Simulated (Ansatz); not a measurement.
HGa (SMILES [GaH]), singlet, geometry from GFN2-xTB (such geometries of metal compounds can be far from the true shape). Base run: HF/6-31G* (Ansatz, a quantum-chemistry and plane-wave program).

Input for Ansatz:
Ansatz 0.2 input:
```yaml
crystal:
  periodic: [false, false, false]
  atoms:
    - {symbol: Ga, position_ang: [-0.00000000, -0.00000000, -0.05952365]}
    - {symbol: H, position_ang: [0.00000000, 0.00000000, 1.84523317]}
basis:
  gaussian:
    orbitals: 6-31G*
hamiltonian:
  xc: hf
```

Variants of this job, named by their change:

```
change                                                                 basis functions       E (Eh)
---------------------------------------------------------------------  ---------------  -----------
base                                                                                37  -1923.51030
basis = jorge-DZP-DKH; relativity = spin-free X2C                                   48  -1942.63547
basis = jorge-DZP-DKH; relativity = spin-free X2C; nucleus = Gaussian               48  -1942.62561
basis = ANO-RCC-VDZP; relativity = none                                             32  -1912.67636
basis = cc-pVTZ-DK; relativity = spin-free X2C; nucleus = Gaussian                  57  -1942.74163
basis = jorge-DZP-DKH; relativity = none                                            48  -1919.33010
basis = ANO-RCC-VDZP; relativity = spin-free X2C                                    32  -1942.74764
basis = cc-pVTZ-DK; relativity = spin-free X2C                                      57  -1942.75245
basis = ANO-RCC-VDZP; relativity = spin-free X2C; nucleus = Gaussian                32  -1942.73663
basis = cc-pVTZ-DK; relativity = none                                               57  -1912.78382
```

Totals shift with the method and basis; they matter in differences.

Ansatz warned in this series: the basis is contracted for relativity, which the run leaves out.

Basis sets contracted for a relativistic Hamiltonian are a mismatch without it, so the rows without relativity aren't non-relativistic limits. No row has spin-orbit coupling; sets with core potentials leave out the core electrons.
